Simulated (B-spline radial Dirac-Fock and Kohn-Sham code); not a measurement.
**Elastic and transport cross sections of bromine for electrons**

Level of theory: relativistic (Dirac) partial waves in the static field of the Dirac-Fock atom with Furness-McCarthy exchange, without polarisation or absorption potentials; a B-spline atomic structure program. Below a few hundred eV the neglected polarisation potential matters, most of all at small angles. σ_tr1 and σ_tr2 weight the cross section with 1 − P₁ and 1 − P₂ of cos θ; "backward" is the share scattered beyond 90°.

```
energy (eV)  σ (a₀²)  σ_tr1 (a₀²)  σ_tr2 (a₀²)  σ/σ_tr1  backward (%)
         50     30.0         6.08         11.1     4.94           4.0
       58.4        ?            ?            ?        ?             ?
       66.6     25.2         5.61         9.53     4.49           4.1
       68.4     24.8         5.61         9.45     4.42           4.3
       78.7     22.9         5.72         9.16     4.01           6.0
       89.1     21.5         5.87         8.95     3.66           8.1
       96.7     20.6         5.96         8.80     3.45           9.7
        100     20.2         6.00         8.73     3.37            10
        109     19.4         6.08         8.52     3.18            12
        111     19.2         6.10         8.47     3.15            13
        121     18.4         6.15         8.21     2.99            14
        148     16.7         6.12         7.42     2.74            18
        166     15.9         6.01         6.88     2.65            19
        200     14.7         5.70         5.93     2.57            20
        205     14.5         5.64         5.81     2.57            20
        274     12.8         4.88         4.39     2.62            19
        278     12.7         4.84         4.33     2.63            19
        300     12.3         4.60         4.00     2.67            18
        303     12.3         4.57         3.96     2.68            18
        421     10.6         3.53         2.85     2.99            15
        478     9.93         3.14         2.54     3.16            14
```

Q: Fill in the row for 58.4 eV.

A: σ = 27.2 a₀², σ_tr1 = 5.68 a₀², σ_tr2 = 10.0 a₀², σ/σ_tr1 = 4.79, backward 3.6 %. The ratio σ/σ_tr1 is roughly the number of elastic collisions that randomise the direction.

Values without a named source are computed, but for edge energies of neutral atoms, which are taken from tables.
